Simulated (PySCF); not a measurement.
Cl3Sb, singlet, at a GFN2-xTB geometry (all electrons, no relativity), with bond 2-1 at 1.6 times its length; PySCF with B3LYP/STO-3G.

PySCF was given this input:
```python
from pyscf import gto, scf, dft

mol = gto.M(
    atom='''
Sb    0.004843   -0.000785    0.619287
Cl   -2.819221   -1.544468   -1.342426
Cl    0.035972    2.004188   -0.617068
Cl    1.709696   -1.036248   -0.634009
''',
    basis='sto-3g',
    charge=0,
    spin=0,
    verbose=4,
)

mf = dft.RKS(mol)
mf.xc = 'b3lyp'
mf.kernel()
```

What the program printed (banner, timings and long lists left out):

```
PySCF version 2.14.0

[INPUT] verbose = 4
[INPUT] num. atoms = 4
[INPUT] num. electrons = 102
[INPUT] charge = 0
[INPUT] spin (= nelec alpha-beta = 2S) = 0
[INPUT] symmetry False subgroup None
[INPUT] Mole.unit = angstrom
[INPUT] Symbol           X                Y                Z      unit          X                Y                Z       unit  Magmom
[INPUT]  1 Sb     0.004843000000  -0.000785000000   0.619287000000 AA    0.009151943621  -0.001483435008   1.170282822504 Bohr   0.0
[INPUT]  2 Cl    -2.819221000000  -1.544468000000  -1.342426000000 AA   -5.327555574622  -2.918621528155  -2.536817482495 Bohr   0.0
[INPUT]  3 Cl     0.035972000000   2.004188000000  -0.617068000000 AA    0.067977228153   3.787366422140  -1.166089520233 Bohr   0.0
[INPUT]  4 Cl     1.709696000000  -1.036248000000  -0.634009000000 AA    3.230857196264  -1.958224917128  -1.198103370509 Bohr   0.0

nuclear repulsion = 621.621040034379
number of shells = 26
number of NR pGTOs = 162
number of NR cGTOs = 54
basis = sto-3g
ecp = {}

******** <class 'pyscf.dft.rks.RKS'> ********
method = RKS
initial guess = minao
damping factor = 0
level_shift factor = 0
DIIS = <class 'pyscf.scf.diis.CDIIS'>
diis_start_cycle = 1
diis_space = 8
diis_damp = 0
SCF conv_tol = 1e-09
SCF conv_tol_grad = None
SCF max_cycles = 50
direct_scf = True
direct_scf_tol = 1e-13
XC library pyscf.dft.libxc version 7.1.2
    S. Lehtola, C. Steigemann, M. J. T. Oliveira, and M. A. L. Marques,  SoftwareX 7, 1–5 (2018)
XC functionals = b3lyp
    P. J. Stephens, F. J. Devlin, C. F. Chabalowski, and M. J. Frisch,  J. Phys. Chem. 98, 11623 (1994)
radial grids:
    Treutler-Ahlrichs [JCP 102, 346 (1995); DOI:10.1063/1.469408] (M4) radial grids

becke partition: Becke, JCP 88, 2547 (1988); DOI:10.1063/1.454033
pruning grids: <function nwchem_prune>
grids dens level: 3
symmetrized grids: False
atomic radii adjust function: <function treutler_atomic_radii_adjust>
small_rho_cutoff = 0
Set gradient conv threshold to 3.16228e-05
Initial guess from minao.
tot grids = 78600
init E= -7600.02455127426
  HOMO = -0.530434733376215  LUMO = -0.482707830355192  gap/eV = 1.29872
cycle= 1 E= -7618.92950874495  delta_E= -18.9  |g|= 0.24  |ddm|= 2.76
  HOMO = -0.0598387674246403  LUMO = -0.00685177362614766  gap/eV = 1.44185
cycle= 2 E= -7611.24192698849  delta_E= 7.69  |g|= 1.08  |ddm|= 7.39
  HOMO = -0.233313179938487  LUMO = -0.0977039963349281  gap/eV = 3.69011
cycle= 3 E= -7618.87699668736  delta_E= -7.64  |g|= 0.163  |ddm|=  7.5
  HOMO = -0.161655277212534  LUMO = -0.131140807400644  gap/eV = 0.83034
cycle= 4 E= -7618.99182321098  delta_E= -0.115  |g|= 0.0636  |ddm|= 1.54
  HOMO = -0.156990048019048  LUMO = -0.122063349710516  gap/eV = 0.95040
cycle= 5 E= -7618.97999656477  delta_E= 0.0118  |g|= 0.123  |ddm|= 0.537
  HOMO = -0.138836604277794  LUMO = -0.115127124965024  gap/eV = 0.64517
cycle= 6 E= -7618.84761087217  delta_E= 0.132  |g|= 0.365  |ddm|= 0.91
  HOMO = -0.160506842150932  LUMO = -0.124152819065575  gap/eV = 0.98924
cycle= 7 E= -7618.96783187528  delta_E= -0.12  |g|= 0.172  |ddm|= 0.771
  HOMO = -0.160081683618119  LUMO = -0.124024748183855  gap/eV = 0.98116
cycle= 8 E= -7618.96640299535  delta_E= 0.00143  |g|= 0.176  |ddm|= 0.0147
  HOMO = -0.177399139274503  LUMO = -0.127181851333562  gap/eV = 1.36648
cycle= 9 E= -7618.99471267544  delta_E= -0.0283  |g|= 0.00231  |ddm|= 0.571
  HOMO = -0.177190604507085  LUMO = -0.127083786475108  gap/eV = 1.36348
cycle= 10 E= -7618.9947049086  delta_E= 7.77e-06  |g|= 0.00367  |ddm|= 0.00657
  HOMO = -0.177724202293952  LUMO = -0.127127017342753  gap/eV = 1.37682
cycle= 11 E= -7618.9947180271  delta_E= -1.31e-05  |g|= 0.000624  |ddm|= 0.0155
  HOMO = -0.177575237495129  LUMO = -0.127115207217213  gap/eV = 1.37309
cycle= 12 E= -7618.99471798863  delta_E= 3.85e-08  |g|= 0.000664  |ddm|= 0.00471
  HOMO = -0.17765183395934  LUMO = -0.127122626161286  gap/eV = 1.37497
cycle= 13 E= -7618.99471843289  delta_E= -4.44e-07  |g|= 4.68e-06  |ddm|= 0.00253
  HOMO = -0.17765002870996  LUMO = -0.127121801703692  gap/eV = 1.37494
cycle= 14 E= -7618.99471843284  delta_E= 4.91e-11  |g|= 9.13e-06  |ddm|= 7.11e-05
  HOMO = -0.177657325450809  LUMO = -0.127122491736195  gap/eV = 1.37512
Extra cycle  E= -7618.99471842978  delta_E= 3.07e-09  |g|= 5.6e-05  |ddm|= 0.000232
converged SCF energy = -7618.99471842978
```
